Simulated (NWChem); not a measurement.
Species: CH4GeO3; SMILES O=[CH][GeH]([OH])[OH]

```xyz
9

O      0.0959    -2.5337     0.0541
C     -0.3815    -1.5450    -0.4608
Ge     0.0072     0.2947     0.2676
O     -1.3576     1.2942    -0.3245
O      1.4903     0.9847    -0.4928
H     -1.0459    -1.6095    -1.3794
H      0.1822     0.2951     1.8200
H     -1.1541     2.2458    -0.2549
H      2.2466     0.9478     0.1220
```
Atoms are numbered in this order, from 1.

Computed with NWChem. Structure relaxed at the PBE-D3(BJ)/def2-SVP level. Total energies compare along this basis series because the functional is fixed.

```json
[
 {"level": "Hartree-Fock/cc-pVDZ", "basis functions": "103", "energy (Ha)": "-2340.1493", "highest occupied level (eV)": "-10.67", "orbital gap (eV)": "13.19", "dipole (D)": "2.61"},
 {"level": "Hartree-Fock/aug-cc-pVDZ", "basis functions": "164", "energy (Ha)": "-2340.1842", "highest occupied level (eV)": "-10.86", "orbital gap (eV)": "?", "dipole (D)": "?"},
 {"level": "Hartree-Fock/cc-pVTZ", "basis functions": "219", "energy (Ha)": "-2340.3187", "highest occupied level (eV)": "-10.80", "orbital gap (eV)": "12.99", "dipole (D)": "2.57"}
]
```

### Question
Some entries are withheld; supply them.

### Answer

- Hartree-Fock/aug-cc-pVDZ, orbital gap (eV): 11.65
- Hartree-Fock/aug-cc-pVDZ, dipole (D): 2.52
